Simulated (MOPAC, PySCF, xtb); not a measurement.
Precursor series Nb F-NH2. All species are isolated molecules in the gas phase. One relaxed conformer stands for each flexible species; it need not be the lowest.

Quantity: redistribution energy (mixed species minus the weighted end members), in kcal/mol. Semi-empirical values (MOPAC) are differences of heats of formation.

Level 1: PBE-D3(BJ)/def2-TZVP // r2SCAN-D4/def2-SVP (PySCF)
Level 2: frozen-core MP2/6-31G* (LANL2DZ on Nb) // r2SCAN-D4/def2-SVP (PySCF)
Level 3: GFN2-xTB (xtb)
Level 4: PM7 // r2SCAN-D4/def2-SVP (MOPAC)

```csv
species,level 1,level 2,level 3,level 4
1 of 5 F replaced by NH2: [Nb(F)4(NH2)],-7.40,-8.67,-22.1,-7.03
2 of 5 F replaced by NH2: [Nb(F)3(NH2)2],-9.09,-11.6,-29.3,-7.91
3 of 5 F replaced by NH2: [Nb(F)2(NH2)3],-6.16,-9.92,-26.4,-1.60
4 of 5 F replaced by NH2: [Nb(F)(NH2)4],-7.42,-9.09,-16.5,-9.62
```
